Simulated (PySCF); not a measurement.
## Spin-rotation constants: `CC(/C=N\[SiH3])=C/C=O`, C5H9NOSi

Geometry:
```json
{"atom": "C1", "x (Å)": "-0.879", "y (Å)": "-2.150", "z (Å)": "-0.138"}
{"atom": "C2", "x (Å)": "-0.687", "y (Å)": "-0.688", "z (Å)": "0.112"}
{"atom": "C3", "x (Å)": "0.262", "y (Å)": "-0.395", "z (Å)": "1.204"}
{"atom": "N4", "x (Å)": "1.328", "y (Å)": "0.255", "z (Å)": "1.143"}
{"atom": "Si5", "x (Å)": "2.215", "y (Å)": "1.096", "z (Å)": "-0.069"}
{"atom": "C6", "x (Å)": "-1.324", "y (Å)": "0.253", "z (Å)": "-0.600"}
{"atom": "C7", "x (Å)": "-1.238", "y (Å)": "1.686", "z (Å)": "-0.351"}
{"atom": "O8", "x (Å)": "-1.769", "y (Å)": "2.525", "z (Å)": "-1.036"}
{"atom": "H9", "x (Å)": "0.077", "y (Å)": "-2.616", "z (Å)": "-0.378"}
{"atom": "H10", "x (Å)": "-1.261", "y (Å)": "-2.634", "z (Å)": "0.761"}
{"atom": "H11", "x (Å)": "-1.573", "y (Å)": "-2.321", "z (Å)": "-0.956"}
{"atom": "H12", "x (Å)": "0.009", "y (Å)": "-0.871", "z (Å)": "2.158"}
{"atom": "H13", "x (Å)": "1.615", "y (Å)": "1.229", "z (Å)": "-1.401"}
{"atom": "H14", "x (Å)": "2.414", "y (Å)": "2.403", "z (Å)": "0.547"}
{"atom": "H15", "x (Å)": "3.442", "y (Å)": "0.306", "z (Å)": "-0.143"}
{"atom": "H16", "x (Å)": "-1.986", "y (Å)": "-0.034", "z (Å)": "-1.407"}
{"atom": "H17", "x (Å)": "-0.652", "y (Å)": "1.967", "z (Å)": "0.544"}
```

Computed, not measured: PySCF, GIAO PW91/6-31G magnetisability, rotational g tensor and spin-rotation constants, non-relativistic, gas phase. Geometry: GFN2-xTB.

Problem. Give the nuclear spin-rotation constants along the inertial axes (H = +C I·J) beside the isotropic shieldings.

Solution. Rotational constants 1.7296, 1.4347, 0.8892 GHz. A star marks the isotopologue with that one atom substituted, in its own axes.
| atom | isotope | Caa (kHz) | Cbb (kHz) | Ccc (kHz) | mean (kHz) | σ (ppm) |
| --- | --- | --- | --- | --- | --- | --- |
| N4 | 14N | 0.378 | 0.281 | 0.141 | 0.267 | -108.3 |
| H9 | 1H | -0.058 | -0.141 | -0.069 | -0.089 | 30.6 |
| H10 | 1H | -0.211 | -0.054 | -0.042 | -0.102 | 30.4 |
| H11 | 1H | -0.051 | -0.157 | -0.067 | -0.091 | 30.9 |
| H12 | 1H | -0.147 | -0.005 | 0.020 | -0.044 | 22.9 |
| H13 | 1H | -0.064 | -0.124 | -0.024 | -0.071 | 27.8 |
| H14 | 1H | -0.146 | -0.009 | -0.054 | -0.070 | 27.8 |
| H15 | 1H | 0.012 | -0.112 | -0.071 | -0.057 | 27.8 |
| H16 | 1H | 0.014 | -0.150 | -0.040 | -0.058 | 26.9 |
| H17 | 1H | 0.026 | -0.088 | -0.004 | -0.022 | 22.2 |
| C1 | 13C* | 0.241 | 0.182 | 0.124 | 0.183 | 172.0 |
| C2 | 13C* | 0.581 | 0.566 | 0.217 | 0.455 | 48.4 |
| C3 | 13C* | 0.605 | 0.454 | 0.317 | 0.459 | 37.3 |
| Si5 | 29Si* | -0.848 | -0.689 | -0.438 | -0.658 | 467.9 |
| C6 | 13C* | 0.521 | 0.447 | 0.232 | 0.400 | 70.9 |
| C7 | 13C* | 0.611 | 0.603 | 0.298 | 0.504 | 17.9 |
| O8 | 17O* | -1.083 | -1.247 | -0.283 | -0.871 | -346.6 |

For the geometry as given, no vibrational averaging.
